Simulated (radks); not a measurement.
The numbers below are computed, except where a source is named.
The molybdenum ion Mo2+ inside a hard spherical wall (all orbitals vanish at R), configuration held at [Kr] 4d4 and not refilled when levels cross. Code: a radial shooting solver on a logarithmic mesh with Libxc functionals. Model: scalar-relativistic Kohn-Sham, r2SCAN, spin-polarised, spherical densities, finite nucleus; open shells are filled with parallel spins first (spin-orbit coupling, left out, can overturn this in heavy ions); meta-GGA in the generalised Kohn-Sham scheme; Fermi nuclear charge, rms radius 4.4091 fm. Eigenvalues in eV for spin up, with the zero of energy where the potential of the charges vanishes at infinity; a dash marks a level that is unbound or too diffuse for the functional's potential to be trusted. A positive occupied level is held by the wall or, in an anion where self-interaction has pushed it up, behind a barrier. The pressure on the wall is -dE/dV.

R (bohr) = free: E (hartree) -4048.47279; kinetic (hartree) 4174.441; e(3d) -242.02; e(4s) -85.700; e(4p) -59.167; e(4d) -22.102; e(5s, empty) -17.835; e(5p, empty) -12.419; pressure (GPa) 0
R (bohr) = 20: E (hartree) -4048.47279; kinetic (hartree) 4174.441; e(3d) -242.02; e(4s) -85.700; e(4p) -59.167; e(4d) -22.102; e(5s, empty) -17.835; e(5p, empty) -12.419; pressure (GPa) < 0.0001
R (bohr) = 15: E (hartree) -4048.47279; kinetic (hartree) 4174.441; e(3d) -242.02; e(4s) -85.700; e(4p) -59.167; e(4d) -22.102; e(5s, empty) -17.835; e(5p, empty) -12.419; pressure (GPa) < 0.0001
R (bohr) = 10: E (hartree) -4048.47279; kinetic (hartree) 4174.441; e(3d) -242.02; e(4s) -85.700; e(4p) -59.167; e(4d) -22.102; e(5s, empty) -17.834; e(5p, empty) -12.415; pressure (GPa) < 0.0001
R (bohr) = 8: E (hartree) -4048.47278; kinetic (hartree) 4174.441; e(3d) -242.02; e(4s) -85.698; e(4p) -59.165; e(4d) -22.101; e(5s, empty) -17.827; e(5p, empty) -12.361; pressure (GPa) 0.00128
R (bohr) = 6: E (hartree) -4048.47162; kinetic (hartree) 4174.454; e(3d) -241.95; e(4s) -85.640; e(4p) -59.110; e(4d) -22.048; e(5s, empty) -17.595; e(5p, empty) -11.667; pressure (GPa) 0.158
R (bohr) = 5: E (hartree) -4048.46371; kinetic (hartree) 4174.522; e(3d) -241.64; e(4s) -85.380; e(4p) -58.866; e(4d) -21.796; e(5s, empty) -16.683; e(5p, empty) -9.865; pressure (GPa) 1.71
R (bohr) = 4: E (hartree) -4048.40604; kinetic (hartree) 4174.899; e(3d) -240.22; e(4s) -84.270; e(4p) -57.824; e(4d) -20.587; e(5s, empty) -12.700; e(5p, empty) -3.697; pressure (GPa) 19.4
R (bohr) = 3.5: E (hartree) -4048.28937; kinetic (hartree) 4175.565; e(3d) -238.27; e(4s) -82.823; e(4p) -56.445; e(4d) -18.800; e(5s, empty) -6.995; e(5p, empty) 4.099; pressure (GPa) 72.0
R (bohr) = 3: E (hartree) -4047.94005; kinetic (hartree) 4177.429; e(3d) -234.04; e(4s) -79.875; e(4p) -53.511; e(4d) -14.760; e(5s, empty) 5.634; e(5p, empty) 19.982; pressure (GPa) 307
R (bohr) = 2: E (hartree) -4042.16362; kinetic (hartree) 4202.832; e(3d) -200.18; e(4s) -55.011; e(4p) -25.860; e(4d) 21.828; e(5s, empty) 113.15; e(5p, empty) 139.16; pressure (GPa) 10100
